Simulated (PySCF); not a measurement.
Cl3Y, triplet, geometry from GFN2-xTB (such geometries of metal compounds can be far from the true shape) (the multiplicity is a formal guess) (all electrons, no relativity); HF/3-21G (PySCF).

The PySCF input:
```python
from pyscf import gto, scf

mol = gto.M(
    atom='''
Y     0.24151734    0.62691312    0.38844030
Cl    1.68510444   -0.84321126   -0.87245213
Cl   -0.87472993   -1.26310920    1.39683844
Cl   -1.36444369    0.66810800   -1.41551406
''',
    basis='3-21g',
    spin=2,
    verbose=5,
)

mf = scf.UHF(mol)
mf.kernel()
```

What the program printed (banner, timings and long lists left out):

```
PySCF version 2.14.0

[INPUT] verbose = 5
[INPUT] max_memory = 4000
[INPUT] num. atoms = 4
[INPUT] num. electrons = 90
[INPUT] charge = 0
[INPUT] spin (= nelec alpha-beta = 2S) = 2
[INPUT] symmetry False subgroup None
[INPUT] Mole.unit = angstrom
[INPUT] Symbol           X                Y                Z      unit          X                Y                Z       unit  Magmom
[...]
[INPUT] ---------------- BASIS SET ----------------
[INPUT] l, kappa, [nprim/nctr], expnt,             c_1 c_2 ...
[INPUT] Cl
[...]
                                207.857           0.380363
                                45.1554           0.67819
[...]
                                13.9765           0.0511338
                                3.8871            0.991337
[...]
                                0.526955          1.18252
[...]
                                13.9765           0.458682
                                3.8871            0.601962
[...]
                                0.526955          0.822321
[...]
[INPUT] Y
[...]
                                1156.863          0.370207
                                253.7152          0.687756
[...]
                                74.20986          0.086805
                                23.51352          0.966785
[...]
                                16.45405          1.347259
                                3.4845            1.006231
[...]
                                1.050705          0.430864
                                0.392592          0.802087
[...]
                                0.057012          1.132777
[...]
                                74.20986          0.594307
                                23.51352          0.419604
[...]
                                16.45405          1.057862
                                3.4845            0.739382
[...]
                                1.050705          0.453762
                                0.392592          0.613068
[...]
                                0.057012          1.00044
[...]
                                13.53078          0.501906
                                3.944996          0.57886
[...]
                                0.630067          0.729329
[...]
nuclear repulsion = 568.843241217422
number of shells = 35
number of NR pGTOs = 162
number of NR cGTOs = 75
basis = 3-21g
ecp = {}

******** <class 'pyscf.scf.uhf.UHF'> ********
method = UHF
initial guess = minao
damping factor = 0
level_shift factor = 0
[...]
 -7.99882069e+00 -7.99640445e+00 -7.99640436e+00 -7.99619353e+00
 -6.84300216e+00 -6.83937454e+00 -6.83937454e+00 -6.83821353e+00
 -6.83821353e+00 -2.26869876e+00 -1.37894206e+00 -1.37677377e+00
 -1.37677376e+00 -1.12357790e+00 -1.11570774e+00 -1.11570765e+00
 -5.53937807e-01 -5.53937721e-01 -5.42009722e-01 -5.31975612e-01
 -5.31975541e-01 -5.29588328e-01 -5.16147271e-01 -4.97303833e-01
 -4.97303761e-01 -2.36492169e-01  3.33616786e-02  3.33616837e-02
  3.47464284e-02  7.41067332e-02  8.38135247e-02  8.38135340e-02
  8.90499412e-02  8.90499449e-02  1.14035086e-01  2.40290805e-01
  2.40290818e-01  2.62121402e-01  7.30639068e-01  7.30639118e-01
  7.42072807e-01  7.43442826e-01  7.43442892e-01  8.42698159e-01
  8.46101361e-01  8.58242831e-01  8.58242878e-01  9.54806736e-01
  9.54806780e-01  1.01707346e+00  1.09790653e+00  1.09790654e+00
  1.14223836e+00  1.28137861e+00  1.28137862e+00]
  beta  mo_energy =
[-6.13226499e+02 -1.04140529e+02 -1.04140170e+02 -1.04140170e+02
 -8.58244767e+01 -7.79971325e+01 -7.79971325e+01 -7.79960701e+01
 -1.49889390e+01 -1.18992553e+01 -1.18992553e+01 -1.18980473e+01
 -1.05335211e+01 -1.05323093e+01 -1.05323092e+01 -7.99535989e+00
 -7.99535980e+00 -7.99530480e+00 -7.99335498e+00 -7.99335489e+00
 -7.99313682e+00 -7.98549065e+00 -7.98530132e+00 -7.98530124e+00
 -6.83841375e+00 -6.83841375e+00 -6.83788963e+00 -6.83788963e+00
 -6.83619498e+00 -2.25678315e+00 -1.37028071e+00 -1.37028071e+00
 -1.34767527e+00 -1.07575873e+00 -1.06505026e+00 -1.06505022e+00
 -5.27294656e-01 -5.18269411e-01 -5.18269347e-01 -5.15685450e-01
 -4.91477967e-01 -4.91477896e-01 -4.11138704e-01 -4.11138673e-01
 -2.11410304e-01  1.68598206e-02  5.05199132e-02  5.05199180e-02
  7.03951709e-02  8.93603080e-02  8.93603154e-02  1.01792611e-01
  1.01792616e-01  1.15105647e-01  1.38854113e-01  2.50684913e-01
  2.50684925e-01  2.77679817e-01  7.50761472e-01  7.52731488e-01
  7.52731547e-01  7.62881368e-01  7.62881377e-01  8.55153436e-01
  8.70658786e-01  8.70658823e-01  8.82359997e-01  9.66442645e-01
  9.66442681e-01  1.03307480e+00  1.10395478e+00  1.10395479e+00
  1.16586477e+00  1.29171076e+00  1.29171077e+00]
multiplicity <S^2> = 2.0366401  2S+1 = 3.0243281
E1 = -7616.966965506122  E2 = 2360.4659579550075  Ecoul = 2548.6844913632904  Exc = -188.21853340828284
Extra cycle  E= -4687.65776633369  delta_E= -6.37e-11  |g|= 2.28e-06  |ddm|= 2.65e-05
converged SCF energy = -4687.65776633369  <S^2> = 2.0366401  2S+1 = 3.0243281
```
